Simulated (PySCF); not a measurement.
**Field gradients at the hydrogen positions**

C6H15NOSi.
Structure used (GFN2-xTB), in Å, numbered top down from 1:
```xyz
24
C6H15NOSi angstrom
C      2.758    1.251    0.937
C      1.868    1.617    0.030
Si     1.097    0.466   -1.253
O      2.199   -0.246   -2.222
N      0.262   -0.761   -0.375
C     -0.151   -1.970   -1.050
C     -0.518   -0.448    0.800
C     -1.904    0.136    0.505
C     -2.643    0.488    1.788
H      3.090    0.228    1.025
H      3.196    1.944    1.642
H      1.576    2.659   -0.004
H      0.348    1.218   -2.263
H      2.899   -0.775   -1.848
H     -1.172   -1.906   -1.439
H     -0.098   -2.817   -0.360
H      0.516   -2.156   -1.888
H      0.047    0.279    1.388
H     -0.630   -1.360    1.398
H     -2.493   -0.585   -0.066
H     -1.777    1.029   -0.111
H     -2.085    1.228    2.358
H     -3.627    0.895    1.564
H     -2.771   -0.396    2.410
```

Level: PBE0/pcSseg-1 (PySCF, non-relativistic); Q(2H) = 0.00286 b; rigid geometry, the same for H and D, with no vibrational averaging.

**Question.** Rank these positions by the coupling χzz of a deuteron there, largest first.
A. H19 (methylene hydrogen)
B. H14 (hydroxyl hydrogen)
C. H16 (methyl hydrogen)
D. H22 (methyl hydrogen)
E. H13 (Si–H hydrogen)
F. H10 (vinylic hydrogen)

**Answer.** B (345 kHz), F (223 kHz), D (211 kHz), C (202 kHz), A (197 kHz), E (107 kHz).

**Question.** Give the electric field gradient Vzz (the principal value of largest size), its asymmetry and the 2H coupling at each hydrogen.

**Answer.** 
| atom | bonded to | bond length (Å) | Vzz (au) | η | χzz (kHz) |
| --- | --- | --- | --- | --- | --- |
| H10 | C1 | 1.079 | 0.3314 | 0.04 | 223 |
| H11 | C1 | 1.081 | 0.3290 | 0.03 | 221 |
| H12 | C2 | 1.082 | 0.3293 | 0.03 | 221 |
| H13 | Si3 | 1.464 | 0.1589 | 0.02 | 107 |
| H14 | O4 | 0.954 | 0.5131 | 0.05 | 345 |
| H15 | C6 | 1.095 | 0.2979 | 0.05 | 200 |
| H16 | C6 | 1.094 | 0.3007 | 0.05 | 202 |
| H17 | C6 | 1.087 | 0.3082 | 0.06 | 207 |
| H18 | C7 | 1.092 | 0.2941 | 0.05 | 198 |
| H19 | C7 | 1.097 | 0.2926 | 0.06 | 197 |
| H20 | C8 | 1.091 | 0.3060 | 0.02 | 206 |
| H21 | C8 | 1.092 | 0.3046 | 0.02 | 205 |
| H22 | C9 | 1.088 | 0.3147 | 0.02 | 211 |
| H23 | C9 | 1.088 | 0.3163 | 0.01 | 213 |
| H24 | C9 | 1.088 | 0.3145 | 0.02 | 211 |

**Question.** Average by the element that carries the hydrogen.

**Answer.** on C: 209 kHz over 13 positions, mean bond length 1.089 Å; on Si: 107 kHz over 1 position, mean bond length 1.464 Å; on O: 345 kHz over 1 position, mean bond length 0.954 Å.

**Question.** How does χzz go with the bond length over the 13 C–H bonds?

**Answer.** A straight-line fit has a slope of -15.7 kHz for each 0.01 Å, with a correlation coefficient of -0.96, over lengths from 1.079 to 1.097 Å. The longer bonds have the smaller couplings here.

Isolated species at its GFN2-xTB geometry (one conformer only). GFN2-xTB frequencies show an imaginary mode (21i cm⁻¹), so this geometry is no minimum at that level. GFN2-xTB bond lengths can be off by several hundredths of an ångström, more for odd bonds, and the gradients follow them. These gradients aren't converged with respect to the basis.
